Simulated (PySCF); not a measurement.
Pb(H)(SH) (H2PbS), SMILES [SH][PbH] (connectivity only; charge and spin as stated), neutral, multiplicity 1.

The structure is a stationary point at PBE0-D3(BJ)/def2-TZVP. The def2 effective core potentials stand for the cores of Pb; spin–orbit coupling is left out.

Computed with PBE0/def2-TZVPD (PySCF).

Symmetry labels are those of the subgroup Cs that the program uses (full group Cs).

Computed valence orbital energies around the gap with their symmetry:
```tsv
orbital	symmetry	energy (eV)
HOMO−7	A"	-23.61
HOMO−6	A'	-23.41
HOMO−5	A'	-19.64
HOMO−4	A'	-14.13
HOMO−3	A'	-10.77
HOMO−2	A'	-8.12
HOMO−1	A"	-7.38
HOMO	A'	-6.98
LUMO	A"	-2.64
LUMO+1	A'	-0.64
LUMO+2	A'	-0.22
LUMO+3	A'	0.74
```
